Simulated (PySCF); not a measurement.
## Magnetisability: `C(F)[C@H]1C=C(F)C1`, C$_{5}$H$_{6}$F$_{2}$

Molfile (atoms numbered from 1):
```
C5H6F2
     RDKit          3D

 13 13  0  0  0  0  0  0  0  0999 V2000
   -2.1477   -1.2026    0.6226 F   0  0  0  0  0  0  0  0  0  0  0  0
   -1.5667    0.0145    0.3601 C   0  0  0  0  0  0  0  0  0  0  0  0
   -0.3203   -0.1487   -0.5076 C   0  0  1  0  0  0  0  0  0  0  0  0
    0.8886    0.6543   -0.0655 C   0  0  0  0  0  0  0  0  0  0  0  0
    1.5917   -0.4389    0.1916 C   0  0  0  0  0  0  0  0  0  0  0  0
    2.8311   -0.6607    0.6306 F   0  0  0  0  0  0  0  0  0  0  0  0
    0.5308   -1.4194   -0.1876 C   0  0  0  0  0  0  0  0  0  0  0  0
   -1.3074    0.4411    1.3353 H   0  0  0  0  0  0  0  0  0  0  0  0
   -2.3283    0.6317   -0.1247 H   0  0  0  0  0  0  0  0  0  0  0  0
   -0.5650   -0.0563   -1.5660 H   0  0  0  0  0  0  0  0  0  0  0  0
    1.0623    1.7102   -0.0019 H   0  0  0  0  0  0  0  0  0  0  0  0
    0.7532   -2.0536   -1.0433 H   0  0  0  0  0  0  0  0  0  0  0  0
    0.1463   -2.0321    0.6248 H   0  0  0  0  0  0  0  0  0  0  0  0
  1  2  1  0
  2  3  1  0
  3  4  1  0
  4  5  2  0
  5  6  1  0
  5  7  1  0
  7  3  1  0
  2  8  1  0
  2  9  1  0
  3 10  1  6
  4 11  1  0
  7 12  1  0
  7 13  1  0
M  END
```

Computed, not measured: GIAO HF/pcSseg-1 magnetisability, rotational g tensor and spin-rotation constants, non-relativistic, gas phase in PySCF 2.14.0. Geometry: GFN2-xTB, dihedral held. The dihedral F1–C2–C3–C4 is held at 225°.

Question: What are the magnetisability and the molar susceptibility?

Answer: Isotropic -966 × 10⁻³⁰ J/T², or -58.1 × 10⁻⁶ cm³/mol; principal values -1025, -951, -920 × 10⁻³⁰ J/T², anisotropy 93 × 10⁻³⁰ J/T² (root of half the summed squared differences of the principal values). The susceptibility is in cgs units.

Question: Split it along the inertial axes a, b, c into diamagnetic and paramagnetic parts about the centre of mass, with the quadrupole moment.

Answer: 
| axis | χ (10⁻⁶ cm³/mol) | diamagnetic (10⁻⁶ cm³/mol) | paramagnetic (10⁻⁶ cm³/mol) | summed x² of all electrons (Å²) | quadrupole Θ (D Å) |
| --- | --- | --- | --- | --- | --- |
| a | -58.1 | -264.2 | 206.1 | 168.1 | -10.31 |
| b | -59.4 | -805.9 | 746.5 | 40.5 | +6.17 |
| c | -56.9 | -885.1 | 828.1 | 21.8 | +4.14 |

Anisotropies 2χaa − χbb − χcc = 0.0 and 2χbb − χaa − χcc = -3.7 × 10⁻⁶ cm³/mol. Θ is traceless in Buckingham's convention.

Question: And the rotational g tensor?

Answer: 
```
axis  rotational constant (GHz)        g  nuclear part  electronic part
   a                     6.8012  -0.0345        0.6239          -0.6584
   b                     1.4927  -0.0135        0.5100          -0.5235
   c                     1.3583  -0.0131        0.5154          -0.5285
```
Asymmetric top; isotopes 12C, 19F, 1H; no vibrational averaging.
